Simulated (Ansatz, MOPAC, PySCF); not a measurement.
Dimer: SiH4 (SMILES [SiH4]) (first 5 atoms) with H2Se (SMILES [SeH2]); geometry from B3LYP-D3(BJ)/def2-TZVP, rigid monomers moved along the line of their centres of mass till Si1···Se6 is 4.47 Å.
(charge 0, multiplicity 1):
```xyz
8

Si     0.1951    -0.0097     0.0356
H     -0.6141    -1.1760     0.4501
H     -0.4440     1.2378     0.5102
H      0.2729     0.0252    -1.4451
H      1.5616    -0.1160     0.5903
Se    -0.1512     0.0357     4.4945
H      0.2682     1.4377     4.3522
H     -1.5453     0.3876     4.1879
```

Interaction energies are E(AB) − E(A) − E(B) at the monomers' geometry in the complex; basis-set methods are counterpoise corrected. Rows marked so take none.

Correlated levels freeze the cores. Filled d and f shells under p-block atoms count as core. CBS: X⁻³ extrapolation of the correlation energy, Hartree–Fock from the larger set. Rows in 3-21G, 6-31G*, STO-3G carry no dispersion term and start afresh at each structure (6-31G* with six Cartesian d functions); the Pople sets are all-electron and without relativity. The state reached by AM1 isn't checked.

Programs: Ansatz (an electronic-structure program) with Gaussian orbitals; MOPAC for AM1 (differences of heats of formation); PySCF for 3-21G rows, 6-31G* rows, STO-3G rows, the dispersion terms. Values without a source in brackets are computed.

Other levels give for the interaction energy: PBE/def2-TZVPPD -23.0; B3LYP/def2-TZVPPD 0.3; B3LYP-D3(BJ)/def2-TZVPPD -45.0; wB97M-V/def2-TZVPPD -39.3; CCSD(T)/CBS(def2-SVPD, def2-TZVPPD) -35.2 meV.

Common cheap choices:

| level | interaction energy (meV) | less -35.2 (CCSD(T)/CBS(def2-SVPD, def2-TZVPPD)) |
|---|---|---|
| AM1 | -6.6 | 28.6 |
| HF/STO-3G (no counterpoise) | -4.1 | 31.1 |
| HF/3-21G (no counterpoise) | -35.6 | -0.4 |
| HF/6-31G* (no counterpoise) | -6.4 | 28.8 |
| BP86/6-31G* (no counterpoise) | 3.9 | 39.1 |
| B3LYP/3-21G (no counterpoise) | -39.5 | -4.3 |
| B3LYP/6-31G* (no counterpoise) | -5.5 | 29.7 |
| M06-2X/6-31G* (no counterpoise) | -35.1 | 0.1 |
